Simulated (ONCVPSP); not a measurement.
## iron (Fe), ONCV: configuration errors across variants

| Quantity | Value |
| --- | --- |
| Element | Fe |
| Generator | ONCVPSP 4.0.1 |
| Type | optimised norm-conserving Vanderbilt (ONCV) |
| Functional | PBEsol |
| Relativity | scalar-relativistic |
| Frozen core | [Ne] |
| Valence charge | 16 |
| Reference configuration | 3s2 3p6 3d6 4s0.5 (charge +1.5) |
| Partial waves | 3s+4s: rc 1.05 bohr, ncon 4, nbas 7, qcut 14.3 1/bohr, 2 projectors; 3p: rc 1.25 bohr, ncon 3, nbas 6, qcut 13.5 1/bohr, 2 projectors, debl 2.4 Ha; 3d: rc 1.70 bohr, ncon 3, nbas 8, qcut 7.6 1/bohr, 3 projectors, debl 3.1 Ha |
| Local potential | polynomial inside 0.75 bohr (lpopt 4, dvloc0 0 Ha) |
| Core correction | none |

In the p channel the program set the typed energies aside and used -2.692, 0.250 Ha.

All-electron excitation energies from the reference (eV): (1) 3s2 3p6 3d6 4s2 -15.845; (2) 3s2 3p6 3d6 4s1 -7.100; (3) 3s2 3p6 3d6 4s0 9.016; (4) 3s2 3p6 3d6 4s1 4p1 -11.711.

1 further variants failed, have other tests or too few solved ones, and are left out.

Errors AE − PS in meV (a dash: test not solved or not reliable):

| change | (1) | (2) | (3) | (4) | bound ghosts | GHOST(+) flags above zero |
| --- | --- | --- | --- | --- | --- | --- |
| base | +9.4 | +1.6 | +0.7 | +4.1 | none | none |
| d: debl 1.25 | +9.3 | +1.6 | +0.6 | +4.1 | none | d |
| core correction Teter function, fcfact 4.75, rcfact 1.65 | +9.4 | +1.6 | +0.7 | +4.0 | none | none |
| d: ncon 5, nbas 10 | +8.0 | +1.5 | +0.7 | +3.5 | none | d |

(1) Give the same row for: local potential polynomial inside 0.75 bohr (lpopt 4, dvloc0 8.5 Ha).

Results:

(1) +9.3, +1.6, +0.7, +4.1; bound ghosts: none; GHOST(+) flags above zero: none.
